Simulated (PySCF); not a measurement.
**Relaxation of singlet AsH₃**

Computed with B3LYP/[As def2-TZVP, H def2-TZVP], no relativity, density fitting, PySCF. A (50,194) grid was used.

A start displaced from a saddle point along its imaginary mode, of C3v symmetry, held to at least that symmetry:

```xyz
4
charge 0 multiplicity 1, angstrom
As    0.0000    0.0000    0.0048
H     1.4694    0.0000   -0.1200
H    -0.7347    1.2726   -0.1200
H    -0.7347   -1.2726   -0.1200
```

Task: What forces act on the atoms at the start (eV/Å)?

Result: 
| atom | Fx | Fy | Fz |
| --- | --- | --- | --- |
| As1 | 0.00 | 0.00 | 1.59 |
| H2 | -0.08 | 0.00 | -0.53 |
| H3 | 0.04 | -0.07 | -0.53 |
| H4 | 0.04 | 0.07 | -0.53 |

Task: What does it relax to?

Result: It ends at C3v with As–H 1.525 Å (×3); H–As–H 92.0° (×3). A frequency run shows a minimum. Other isomers or separated fragments may lie lower.

Task: How much energy is released, and in how many steps?

Result: 161.0 kJ/mol in 6 steps.

The relaxation took 6.4 s on 2 threads of a shared Arm Neoverse V1 host, with 66 basis functions and 7 gradients; the process peaked at 0.82 GiB. Launch command: `OMP_NUM_THREADS=2 python axn.py task.json out`.
